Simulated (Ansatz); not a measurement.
Reaction (silylene formation by 1,1-elimination): `F[SiH2]C[SiH3]` → `FC[SiH3]` + `[SiH2]`

Program: Ansatz. Geometries: PBE0-D4/def2-TZVP. ΔE: electronic, gas phase. CCSD(T)/CBS adds triple-zeta CCSD(T) − MP2 to the extrapolated MP2 energy (def2 sets, frozen cores). This one scheme is used for every species. DFT in def2-TZVPP. Each species was taken in one conformer, which may not be the lowest.

| level | ΔE (kJ/mol) | difference from CCSD(T)/CBS |
| --- | --- | --- |
| B97M-V | 486.6 | -9.6 |
| CAM-B3LYP-D4 | 488.7 | -7.5 |
| ωB97X-V | 493.5 | -2.7 |
| B2PLYP | 484.8 | -11.4 |
| PBE0 | 486.6 | -9.6 |
| BHLYP | 484.2 | -12.0 |
| HF/def2-TZVPP | 471.4 | -24.8 |
| CCSD/def2-TZVPP | 481.8 | -14.4 |
| HF/CBS(def2) | 474.7 | -21.5 |
| MP2/CBS(def2) | 529.4 | 33.2 |
| CCSD(T)/CBS | 496.2 | 0 |

Largest T1 diagnostic among the species: 0.014.

In def2-TZVPP, CCSD(T) changes the Hartree–Fock value by +14.0 kJ/mol (the triples alone add +3.6 kJ/mol) and MP2 by +47.1 kJ/mol. From BLYP to BHLYP (50 % exact exchange), in def2-TZVPP and without D4, ΔE moves by +42.0 kJ/mol. Leaving LDA and LC-ωPBE aside and taking each functional with its dispersion term where it has one, the values, not all of them listed here, spread over 55.6 kJ/mol, from BLYP-D4 to r2SCAN0-D4. LDA lies +38.3 kJ/mol from PBE without D4.

CCSD(T)/CBS has its own doubt, a few kJ/mol and more with outer-core shells, so smaller differences from it don't rank the levels.
